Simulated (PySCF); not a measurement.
BiI3, SMILES [I][Bi]([I])[I].

Coordinates come from a B3LYP-D3(BJ)/def2-SVP optimisation. The isomer is the one that the SMILES or the coordinates give; other isomers of the formula were not compared. The def2 effective core potentials stand for the cores of Bi, I; spin–orbit coupling is left out.

The numbers are results of TDA-ωB97X/def2-SVPD in PySCF, not measurements.

Vertical excitations; the highest root listed may be one member of a degenerate set.  State labels are in the subgroup Cs.

**Question.** List the lowest excited states. (The exact figures need the calculation; the answer reports its results.)

**Answer.** 
| state | symmetry | energy (eV) | λ (nm) | f | main pairs |
|---|---|---|---|---|---|
| S1 | A" | 3.62 | 343 | 0.000 | HOMO−1→LUMO 86 % |
| S2 | A' | 3.62 | 342 | 0.016 | HOMO→LUMO 89 % |
| S3 | A' | 3.73 | 333 | 0.009 | HOMO−3→LUMO, HOMO→LUMO+2 (degenerate set) |
| S4 | A" | 3.73 | 333 | 0.009 | HOMO−2→LUMO, HOMO→LUMO+1 (degenerate set) |
| S5 | A" | 3.96 | 313 | 0.004 | HOMO−5→LUMO, HOMO−1→LUMO+2 (degenerate set) |
| S6 | A' | 3.96 | 313 | 0.004 | HOMO−4→LUMO, HOMO−1→LUMO+1 (degenerate set) |
| S7 | A' | 4.37 | 284 | 0.000 | HOMO−2→LUMO+1 40 %, HOMO−3→LUMO+2 40 %, HOMO→LUMO 8 % |
| S8 | A" | 4.58 | 271 | 0.025 | HOMO−1→LUMO+2, HOMO→LUMO+1, HOMO−2→LUMO (degenerate set) |
| S9 | A' | 4.58 | 271 | 0.024 | HOMO−1→LUMO+1, HOMO→LUMO+2, HOMO−3→LUMO (degenerate set) |
| S10 | A" | 4.65 | 267 | 0.005 | HOMO−5→LUMO 34 %, HOMO−3→LUMO+1 20 %, HOMO−2→LUMO+2 18 %, HOMO→LUMO+1 14 % |
| T1 | A' | 3.08 | 403 | 0 | HOMO→LUMO 89 % |
| T2 | A" | 3.26 | 380 | 0 | HOMO−1→LUMO (degenerate set) |
| T3 | A' | 3.26 | 380 | 0 | HOMO−3→LUMO (degenerate set) |
| T4 | A" | 3.26 | 380 | 0 | HOMO−2→LUMO (degenerate set) |
Triplets are in the Tamm–Dancoff approximation.
